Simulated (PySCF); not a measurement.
# Trend along the fourth-period p block: MBr anions

PBE0 with triple-zeta basis sets in PySCF, for the lowest determinant that a PBE0 search found; no spin–orbit coupling. De refers to high-spin ground-configuration atoms (the charge goes to the atom of lower measured ionisation energy or higher electron affinity, which is not always the lowest computed limit). A positive dipole points towards Br; it is taken about the centre of mass and depends on that origin.

```
 M        basis  charged atom  state (unpaired electrons)  Re (Å)  ωe (cm⁻¹)  De (eV)  μ (D)
Ga  def2-TZVPPD           Br−               doublet (π ↑)   2.590        170     1.21   1.05
Ge  def2-TZVPPD           Br−              triplet (π ↑↑)   2.525        201     1.69   0.88
As  def2-TZVPPD           Br−               doublet (π ↑)   2.438        242     0.63   1.40
Br  def2-TZVPPD           Br−               doublet (σ ↑)   2.883        142     1.48    n/a
```

The shortest bond is that of AsBr⁻ (2.438 Å), the longest that of Br₂⁻ (2.883 Å). GeBr⁻ is bound most strongly (1.69 eV) and AsBr⁻ least (0.63 eV).

The state changes along the series, so neighbouring rows are not always alike in their bonding.

Spin–orbit coupling is left out. For an ion De counts to the pair picked by the measured ionisation energies or electron affinities, which need not be the lowest pair at this level. The highest Kohn–Sham level is positive in some of these anions. Much of that is self-interaction error, but it also means that the finite basis helps to hold the extra electron. States were picked by a PBE0 search and need not be the measured ground states.
